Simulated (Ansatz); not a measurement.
Computed with Ansatz.

A structure relaxed at PBE0-D4/def2-TZVP, charge 0, multiplicity 2:

```xyz
12

C     1.2604    0.7403    0.0469
N     0.0411   -0.0296   -0.1822
Si   -0.3417   -0.5120   -1.7981
Si   -0.7905   -0.5939    1.2294
H     2.0850    0.1132    0.4038
H     1.5858    1.2309   -0.8740
H     1.0872    1.5252    0.7907
H    -0.0482    0.6436   -2.7020
H    -1.7894   -0.8663   -1.8420
H     0.0903   -1.4543    2.0684
H    -1.2010    0.5690    2.0640
H    -1.9791   -1.3660    0.7952
```

Problem. Give its formula and SMILES.

Solution. CH8NSi2, `CN([SiH2])[SiH3]`.

Problem. Summarise the bond lengths by kind.

Solution. 1 × C–N 1.460 Å; 3 × C–H 1.093 to 1.096 Å; 2 × N–Si 1.729 to 1.733 Å; 5 × H–Si 1.482 to 1.496 Å.
